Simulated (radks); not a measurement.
Spin polarisation of the 5d9 shell in Pt. Start: [Xe] 4f14 5d(up 4.5, down 4.5) 6s(up 0.5, down 0.5); electrons of 5d are moved from spin down to spin up, other shells keep equal spins. All-electron calculation, scalar-relativistic Kohn-Sham, SCAN, spin-polarised, spherical densities, finite nucleus; meta-GGA in the generalised Kohn-Sham scheme; Fermi nuclear charge, rms radius of each element as measured or else 0.836 A^(1/3) + 0.57 fm. Program: a radial shooting solver on a logarithmic mesh with Libxc functionals.

| moment (Bohr magnetons) | E - E(0) (eV) | e(5d up) (eV) | e(5d down) (eV) | 6s down minus up (eV) |
|---|---|---|---|---|
| 0 | 0.000 | -6.285 | -6.285 | 0.000 |
| 0.25 | -0.011 | -6.374 | -6.194 | 0.062 |
| 0.5 | -0.043 | -6.461 | -6.101 | 0.124 |
| 0.75 | -0.099 | -6.546 | -6.007 | 0.187 |
| 1 | -0.178 | -6.629 | -5.910 | 0.251 |

At moment 1 the spin-polarisation energy is -0.178 eV and the 5d exchange splitting 0.719 eV, that is 0.719 eV per Bohr magneton; E = -I m^2/4 would give I = 0.712 eV.
